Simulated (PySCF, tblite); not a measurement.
C5H11NP (charge -1).
Z-matrix (Å and degrees, GFN2-xTB geometry), rows numbered from 1:
```
C 
C   1  1.3440
C   2  1.5099  1  119.71
P   2  1.7800  1  127.75  3  -178.08
N   4  1.7726  2   99.00  1    -0.76
C   5  1.4393  4  115.89  2    97.68
C   5  1.4369  4  115.55  2  -128.76
H   1  1.0845  2  121.29  3    -1.38
H   1  1.0756  2  121.68  3   179.63
H   3  1.0924  2  111.13  1    48.26
H   3  1.0896  2  109.83  1   168.85
H   3  1.0930  2  110.68  1   -71.85
H   6  1.1048  5  113.54  4    78.30
H   6  1.1005  5  109.46  4  -161.37
H   6  1.0881  5  108.46  4   -42.54
H   7  1.1053  5  113.58  4   -80.30
H   7  1.0883  5  108.61  4    40.53
H   7  1.1005  5  109.40  4   159.45
```

The geometry is computed with GFN2-xTB (gas phase).

Take the most abundant isotopes and a rigid rotor. The values belong to one conformer with, in the numbering `[CH2:1]=[C:2]([CH3:3])[P-:4][N:5]([CH3:6])[CH3:7]`, C1–C2–P4–N5 -1°, C2–P4–N5–C6 98°.

**Question.** Give the principal moments of inertia and the rotational constants in MHz.

**Answer.** Ia = 126.16, Ib = 379.08, Ic = 416.47 u·Å²; 505379 MHz·u·Å²/I gives A = 4006, B = 1333, C = 1213 MHz.

**Question.** Classify the top.

**Answer.** A near-prolate asymmetric top. Ray's parameter κ = (2B − A − C)/(A − C) = -0.914; −1 is the prolate and +1 the oblate limit.

**Question.** What does the inertial defect say?

**Answer.** Not planar: Δ = Ic − Ia − Ib = -88.77 u·Å². For a rigid frame Δ = −2 Σ m c², so Σ m c² = 44.39 u·Å² lies off the ab plane: 14.24 from hydrogen and 30.15 from heavier atoms. The atom farthest from that plane is 1.81 Å away.

**Question.** Give the other two planar moments, Paa and Pbb, and the rms extents of the mass along the axes.

**Answer.** Paa = Σ m a² = (Ib + Ic − Ia)/2 = 334.69 and Pbb = Σ m b² = (Ia + Ic − Ib)/2 = 81.78 u·Å². With the mass M = 116.06 u, the rms extents √(P/M) along a, b and c are 1.70, 0.84, 0.62 Å.

**Question.** Give the coordinates in the principal-axis frame, origin at the centre of mass.

**Answer.** The sense of each axis is arbitrary; atoms in the order of the calculation.
```tsv
atom	mass (u)	a (Å)	b (Å)	c (Å)
C1	12.000	1.327	1.522	0.482
C2	12.000	1.423	0.233	0.112
C3	12.000	2.783	-0.386	-0.100
P4	30.974	0.096	-0.905	-0.226
N5	14.003	-1.278	0.168	0.095
C6	12.000	-1.875	0.787	-1.059
C7	12.000	-2.270	-0.348	0.997
H8	1.008	2.212	2.125	0.654
H9	1.008	0.374	1.996	0.636
H10	1.008	3.451	-0.165	0.736
H11	1.008	2.687	-1.467	-0.199
H12	1.008	3.245	-0.001	-1.013
H13	1.008	-2.544	0.113	-1.624
H14	1.008	-2.469	1.658	-0.742
H15	1.008	-1.079	1.122	-1.721
H16	1.008	-2.978	-1.051	0.520
H17	1.008	-1.765	-0.865	1.810
H18	1.008	-2.857	0.485	1.411
```

Its GFN2-xTB frequencies are all real (lowest 26 cm⁻¹). Constants of a rigid frame at the computed geometry: no zero-point averaging, no centrifugal distortion.
